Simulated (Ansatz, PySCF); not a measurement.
Molecule: sum formula AlO2H2, charge 0, multiplicity 2. It need not be the lowest isomer of its formula. 
Structure (B3LYP-D3(BJ)/def2-TZVP (Ansatz, a quantum-chemistry and plane-wave program) minimum search):
```
Al
O 1 1.7036
H 2 0.9597 1 126.28
O 1 1.7036 2 125.35 3 0.00
H 4 0.9597 1 126.28 2 0.00
```
Charge 0, spin multiplicity 2.

Total electronic energies in hartree. Valence correlation only, unless marked. Open shells are spin-unrestricted. Spin-orbit coupling is left out. Non-relativistic. CBS(X,Y): correlation extrapolated as X^-3; Hartree-Fock from the larger set. The bracket is a focal-point correction in the basis named.

| level | program | energy (Eh) |
|---|---|---|
| HF/cc-pV(D+d)Z | Ansatz | -392.89731 |
| RI-HF/cc-pV(T+d)Z | Ansatz | -392.96802 |
| PBE/def2-TZVPD | Ansatz | -393.93412 |
| PBE-D4/def2-TZVPD | Ansatz + dftd4 | -393.93654 |
| BP86-D4/def2-TZVPD | PySCF + dftd4 | -394.25441 |
| PW6B95-D3(BJ)/def2-TZVPD | PySCF + dftd3 | -394.62255 |
| PW6B95-D4/def2-TZVPD | PySCF + dftd4 | -394.62363 |
| PW6B95/def2-TZVPD | PySCF | -394.62131 |
| B2GP-PLYP-D3(BJ)/def2-TZVPD | Ansatz + dftd3 | -393.95520 |
| B2GP-PLYP-D4/def2-TZVPD | Ansatz + dftd4 | -393.95426 |
| B2GP-PLYP/def2-TZVPD | Ansatz | -393.95326 |
| MP2/6-31G | Ansatz | -393.06229 |
| MP2/cc-pV(D+d)Z | Ansatz | -393.32108 |
| MP2/cc-pV(T+d)Z | Ansatz | -393.51309 |
| RI-MP2/aug-cc-pV(Q+d)Z | Ansatz | -393.58066 |
| RI-MP2/CBS(aug-cc-pV(T+d)Z,aug-cc-pV(Q+d)Z) | Ansatz | -393.6078 |
| RI-MP2/CBS(cc-pV(T+d)Z,cc-pV(Q+d)Z) | Ansatz | -393.6057 |
| SCS-MP2/6-31G* | Ansatz | -393.24543 |
| SCS-MP2/aug-cc-pV(T+d)Z | Ansatz | -393.51844 |
| SCS-MP2/cc-pV(T+d)Z | Ansatz | -393.50060 |
| CCSD(T)/cc-pV(T+d)Z | Ansatz | -393.53709 |
| CCSD(T) with core electrons (1s frozen past Ne)/cc-pwCVTZ | Ansatz | -393.90847 |
| RI-MP2/CBS(aug-cc-pV(T+d)Z,aug-cc-pV(Q+d)Z)+[CCSD(T)-MP2]/aug-cc-pV(T+d)Z | Ansatz | -393.6324 |

Totals of different functionals don't rank their quality; only differences between species are comparable.
